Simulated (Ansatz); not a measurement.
Two isomers of C7H14: A = `C=CCCC(C)C`, B = `C[C@@H]1CCC[C@@H]1C`.

Program: Ansatz. Geometries: PBE0-D4/def2-TZVP. ΔE: electronic, gas phase. CBS: MP2 limit from def2 TZ/QZ plus the TZ coupled-cluster correction, frozen cores. DFT in def2-TZVPP. B3LYP here is the variant with VWN-RPA as its local correlation; programs differ in this. One conformer a species, not always the lowest.

Which isomer does CCSD(T)/CBS put lower? Give the gap. (Best estimate.)

Computed: B, by 15.8 kcal/mol.

Give E(B) − E(A) in kcal/mol with r2SCAN-D4, B2PLYP, B3LYP-D4, MP2/def2-TZVPP, ωB97M-V, CCSD(T)/def2-SVP, CCSD(T)/def2-TZVPP. (Estimate.)

The calculation gave: r2SCAN-D4 -16.3, B2PLYP -13.3, B3LYP-D4 -13.1, MP2/def2-TZVPP -19.0, ωB97M-V -17.0, CCSD(T)/def2-SVP -17.4, CCSD(T)/def2-TZVPP -16.3. None reverses the order clearly.

Largest T1 diagnostic: 0.009.

The D4 term adds −2.7 kcal/mol with B3LYP and −1.4 kcal/mol with PBE0; it sums over pairs of atoms, weighted by their polarisabilities, and B3LYP, whose exchange is more repulsive, gets the larger term. Leaving LDA and LC-ωPBE aside and taking each functional with its dispersion term where it has one, the values, not all of them listed here, spread over 9.6 kcal/mol, from PBE-QIDH to BLYP-D4. LDA lies −7.4 kcal/mol from PBE without D4.
